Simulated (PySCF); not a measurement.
I2Sn, triplet, geometry from GFN2-xTB (such geometries of metal compounds can be far from the true shape) (the spin is typed, not shown lowest) (core potentials on I, Sn). Base run: M062X/def2-SVP (PySCF).

The PySCF input:
```python
from pyscf import gto, scf, dft, solvent

mol = gto.Mole()
mol.atom = '''
    Sn    0.040516    0.027288    1.537001
    I     0.872173   -1.509753   -0.721919
    I    -0.910395    1.484010   -0.728082
'''
mol.basis = 'def2-svp'
mol.ecp = {'I': 'def2-svp', 'Sn': 'def2-svp'}
mol.charge = 0
mol.spin = 2
mol.verbose = 4
mol.build()

mf = dft.UKS(mol)
mf.xc = 'm062x'
mf.kernel()
```

Each row names what was changed in the base input (with any setting that the change needs).

| change | ΔE vs base (kJ/mol) | dipole (D) |
|---|---|---|
| base | 0.00 | 1.74 |
| model = IEF-PCM; solvent = chloroform | -128.6 | 1.97 |
| model = IEF-PCM; solvent = 2-propanol; lebedev_order = 41 | -74.1 | 4.55 |
| model = C-PCM; solvent = 2-propanol | -74.5 | 4.58 |
| model = IEF-PCM; solvent = dimethylsulfoxide | -75.1 | 4.64 |
| model = IEF-PCM; solvent = 2-propanol; lebedev_order = 11 | -73.7 | 4.52 |
| model = IEF-PCM; solvent = 2-propanol; vdw_scale = 1.4 | -127.5 | 1.94 |
| model = IEF-PCM; solvent = 2-propanol; vdw_scale = 1.1 | -80.4 | 4.93 |
| model = IEF-PCM; solvent = methanol | -74.8 | 4.61 |
| model = IEF-PCM; solvent = 2-propanol; vdw_scale = 1.0 | -139.9 | 2.38 |
| model = IEF-PCM; solvent = 2-propanol; r_probe = 0.5 | -127.2 | 1.91 |
| model = ddCOSMO; solvent = 2-propanol | -79.5 | 4.97 |

The base is the gas phase, so ΔE is the electrostatic part of solvation at a fixed geometry, without cavity and dispersion terms.

Open shells are given as the SCF converged; they aren't shown to be the lowest states, and a large step between rows can be another state.
